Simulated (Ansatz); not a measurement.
Relaxation of CH4ClNOSi (9 atoms, charge 0, multiplicity 1), to a largest force component of 0.02 eV/Å in at most 50 steps.

All numbers below come from RKS PBE/def2-SVP (Ansatz 0.2.0).

```xyz
9
Properties=species:S:1:pos:R:3:forces:R:3
N -0.990 0.282 1.358 -1.12 0.03 0.40
C 0.052 0.589 0.706 -0.62 -1.04 -0.17
Cl 1.053 1.800 1.315 1.96 1.88 0.32
Si 0.574 -0.317 -0.874 -1.95 -1.13 -1.15
O -0.647 -1.470 -1.312 -0.22 0.89 1.51
H -1.072 0.961 2.167 -0.20 -0.79 -0.39
H 1.825 -1.035 -0.726 0.93 -0.30 0.34
H 0.687 0.626 -2.021 0.12 0.36 0.02
H -1.393 -1.483 -0.630 1.09 0.09 -0.88
```

Q: Where does it end, and by what steps?

A: It converged. After 8 steps the energy has fallen by 0.406 eV; H6 moved furthest, 0.27 Å.

```tsv
step	energy less start (eV)	largest force component (eV/Å)	accepted
0	0.0000	1.956	yes
1	-0.2678	1.405	yes
2	-0.3527	1.172	yes
3	-0.3683	1.085	yes
4	-0.4021	0.210	yes
5	-0.4033	0.203	yes
6	-0.4058	0.055	yes
7	-0.4061	0.022	yes
8	-0.4062	0.015	yes
```

```xyz
9
Properties=species:S:1:pos:R:3
N -1.020 0.238 1.237
C 0.067 0.568 0.674
Cl 1.184 1.834 1.275
Si 0.563 -0.347 -0.934
O -0.696 -1.423 -1.173
H -1.241 0.762 2.102
H 1.881 -1.030 -0.715
H 0.691 0.657 -2.042
H -1.341 -1.306 -0.442
```

Whether the end is a true minimum wasn't checked by a vibrational analysis.

Time of the run: 19 s on 2 threads of Arm Neoverse V2, with other jobs on the host, peak memory 0.18 GiB.
